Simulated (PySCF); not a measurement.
# Electronic absorption of C5H6FP

Compound: C₅H₆FP.
SMILES with atom numbers: `[CH:1]#[C:2][CH2:3]/[P:4]=[C:5](/[CH3:6])[F:7]` (hydrogens: H8 on C1; H9, H10 on C3; H11, H12, H13 on C6)

Theory: TDDFT PBE0/def2-SVPD, vertical, gas phase, core orbitals frozen in the response in PySCF. Geometry: GFN2-xTB, one conformer, isolated molecule. Torsions of this conformer, `[CH:1]#[C:2][CH2:3]/[P:4]=[C:5](/[CH3:6])[F:7]`: C2–C3–P4–C5 75°.

```tsv
state	E (eV)	ν̃ (cm⁻¹)	f	main configurations (H = HOMO, L = LUMO)
S1	4.70	37940	0.017	H-1→L (71%), H→L (26%)
S2	5.22	42080	0.087	H-2→L (42%), H→L (35%), H-1→L (17%)
S3	5.38	43420	0.119	H-2→L (56%), H→L (31%)
S4	5.79	46690	0.016	H→L+1 (70%), H-3→L (19%)
S5	5.91	47670	0.014	H-3→L (70%), H→L+1 (23%)
S6	6.47	52170	0.0089	H→L+2 (41%), H-1→L+1 (13%), H-1→L+3 (11%)
S7	6.54	52710	0.030	H→L+2 (52%), H-2→L+1 (17%), H-1→L+3 (10%)
S8	6.63	53450	0.071	H-1→L+1 (57%), H→L+3 (12%)
```

Triplets (Tamm–Dancoff): T1 2.70 eV, H→L (90%); T2 4.12 eV, H-1→L (72%), H-3→L (21%); T3 5.07 eV, H-3→L (39%), H-2→L (13%), H-1→L+1 (10%).

The lowest singlet lies at 4.70 eV (264 nm, ultraviolet) and is weak; its leading configuration is HOMO-1→LUMO (71%). The most intense listed level is S3 at 5.38 eV (230 nm, f = 0.119), 0.68 eV above S1. Löwdin shares by element: HOMO carbon 37% or more, phosphorus 34%, fluorine 8% (atoms not listed hold the other 21%); LUMO phosphorus 39%, carbon 39% or more, fluorine 8%. Weighted by f, the mean energy of these states is 5.71 eV. Of the 8 states listed, 7 reach f = 0.01 and none stays under 0.0005. The oscillator strengths of these states sum to 0.363; summed over the whole spectrum of an exact calculation they would give the number of electrons, 60 (Thomas–Reiche–Kuhn). Only the lowest 8 singlets were computed, as vertical energies without vibronic structure.
